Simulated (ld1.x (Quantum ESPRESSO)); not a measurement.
What the settings do to the TM potential of niobium (Nb)

Base potential:

ld1.x (Quantum ESPRESSO) 7.5 input, shortened:

```
&input
   title='Nb', zed=41., rel=0, dft='WC', iswitch=3,
   config='[Kr] 4d5 5s0 5p0'
 /
 &inputp
   pseudotype=2, tm=.true., lloc=-2, rcloc=1.65,
   nlcc=.true., rcore=0.95
 /
3
4S  1  0   2.00   0.00  1.80  1.80  0.0
4P  2  1   6.00   0.00  1.95  1.95  0.0
4D  3  2   5.00   0.00  2.30  2.30  0.0
 &test
   configts(1)='4s2 4p6 4d5 5s0 5p0'
 /
```

All-electron outer shells of the reference configuration (Wu–Cohen, non-relativistic, ld1.x):

```json
{"shell": "3d", "level (eV)": "-197.32", "outermost node (bohr)": "–", "outermost maximum (bohr)": "0.33"}
{"shell": "4s", "level (eV)": "-53.31", "outermost node (bohr)": "0.55", "outermost maximum (bohr)": "1.05"}
{"shell": "4p", "level (eV)": "-31.95", "outermost node (bohr)": "0.55", "outermost maximum (bohr)": "1.13"}
{"shell": "5s", "level (eV)": "-3.09", "outermost node (bohr)": "1.45", "outermost maximum (bohr)": "3.23"}
{"shell": "4d", "level (eV)": "-1.89", "outermost node (bohr)": "0.55", "outermost maximum (bohr)": "1.51"}
{"shell": "5p", "level (eV)": "-0.71", "outermost node (bohr)": "1.66", "outermost maximum (bohr)": "4.59"}
```

Cutoffs, loose and tight: the cutoffs (Ry, on a coarse ladder) from which the occupation-weighted sum of valence levels, in a spherical-Bessel basis at the reference potential, stays within 10 and 1 mRy of its value at 400 Ry. They do not see the model core or the augmentation charge, which bear on the density cutoff. Test errors are all-electron minus pseudo excitation energies from the reference, over the configurations 4s2 4p6 4d4 5s1 5p0; 4s2 4p6 4d4 5s0 5p0; 4s2 4p6 4d3 5s0 5p0; 4s2 4p6 4d4 5s0.5 5p0; 4s2 4p6 4d1 5s0 5p0; 4s2 4p6 4d2 5s0 5p0; 4s2 4p6 4d4 5s0 5p1. A dash means not determined; rows that change the core or the reference have their own tests.

```tsv
change	outcome	cutoff, loose	cutoff, tight	bound ghosts	largest test error (meV)
base	generated	40 Ry	55 Ry	none	-395
wave 4p (bound): rc 1.95 bohr becomes 4p (bound): rc 1.80 bohr	generated	40 Ry	60 Ry	none	-395
wave 4p (bound): rc 1.95 bohr becomes 4p (bound): rc 2.06 bohr	generated	40 Ry	55 Ry	none	-395
wave 4p (bound): rc 1.95 bohr becomes 4p (bound): rc 2.34 bohr	generated	40 Ry	55 Ry	none	-395
wave 4p (bound): rc 1.95 bohr becomes 4p (bound): rc 2.60 bohr	generated	35 Ry	55 Ry	none	-395
wave 4p (bound): rc 1.95 bohr becomes 4p (bound): rc 2.94 bohr	generated	35 Ry	55 Ry	none	-396
```

**Question.** What comes out with this change to the base: wave 4p (bound): rc 1.95 bohr becomes 4p (bound): rc 1.56 bohr?

**Answer.** outcome: generated; cutoff, loose: 50 Ry; cutoff, tight: 90 Ry; bound ghosts: none; largest test error (meV): -395.

**Question.** What comes out with this change to the base: wave 4p (bound): rc 1.95 bohr becomes 4p (bound): rc 1.28 bohr?

**Answer.** outcome: generated; cutoff, loose: 70 Ry; cutoff, tight: 110 Ry; bound ghosts: none; largest test error (meV): -395.

Reading the sweep of the p radius (base included, trends over the rows without a ghost): The loose cutoff falls from 70 Ry at 1.28 to 35 Ry at 2.94 bohr. A larger radius leaves more room for a smooth pseudo-wave, so fewer plane waves are needed; a smaller one forces it to follow the all-electron wave where it bends sharply. The median size of the test errors (rows with all tests solved) is not monotonic: lowest 8.3 meV at 2.94 bohr, highest 27.0 meV at 2.34 bohr.
